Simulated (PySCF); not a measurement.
Below is a simulated gas-phase Si 1s photoelectron spectrum of SiMe(SiH3)3, `C[Si]([SiH3])([SiH3])[SiH3]`.

Every computed line was given a Gaussian of 0.5 eV full width at half maximum and an area set by the number of equivalent atoms; the highest printed point is 100. Computed, not measured: delta-SCF UKS SCAN, pcX-2 on the ionised atom, pcseg-1 elsewhere, spin-free X2C in PySCF 2.14.0.

binding energy (eV), intensity and a bar:
```
   1844.7          0 
   1844.8          0 
   1844.9          2 
   1845.0          5 #
   1845.1         11 ###
   1845.2         20 ######
   1845.3         29 #########
   1845.4         36 ###########
   1845.5         40 ############
   1845.6         46 ##############
   1845.7         60 ##################
   1845.8         81 ########################
   1845.9         99 ##############################
   1846.0        100 ##############################
   1846.1         82 #########################
   1846.2         55 ################
   1846.3         29 #########
   1846.4         12 ####
   1846.5          4 #
   1846.6          1 
   1846.7          0
```

Task: How many maxima does the curve show, and how many computed lines lie under it?

Result: The curve has 1 maximum (at 1846.0 eV). Under it lie 2 lines from 2 inequivalent silicon sites. At this width some lines have no maximum of their own.

Task: Decompose the envelope and assign each component. Bonds: Si1–C2, Si1–Si6, Si1–Si10, Si1–Si14. Hydrogens: H3, H4, H5 on C2; H7, H8, H9 on Si6; H11, H12, H13 on Si10; H15, H16, H17 on Si14.

Result: 
| position (eV) | relative area | line | atoms | environment |
| --- | --- | --- | --- | --- |
| 1845.42 | 1 | Si 1s | Si1 | silicon bonded to C and 3 Si |
| 1845.97 | 3 | Si 1s | Si6/Si10/Si14 | silicon bonded to Si and 3 H |

Task: What are the centre and the root-mean-square width of the whole band?

Result: The area-weighted mean of the lines is 1845.83 eV. Their own spread about it is 0.24 eV (rms) and each Gaussian has σ = 0.5/2.355 = 0.21 eV; the variances add, which gives 0.32 eV.

The listed Si 1s values span 0.55 eV, from Si1 (bonded to C and 3 Si) to Si6/Si10/Si14 (bonded to 3 H and Si).

The curve has no shake-up lines and no vibrational structure. One atom of each set of topologically equivalent atoms was ionised and stands for the set; in this conformer not all members are related by symmetry, and their own values weren't computed. Geometry: PBE0-D3(BJ)/def2-SVP; no solvent, vibrations or thermal averaging.

Hardware: Arm Neoverse V1, one thread, no GPU (shared host). Cost: 50 s, 0.69 GiB resident at most.
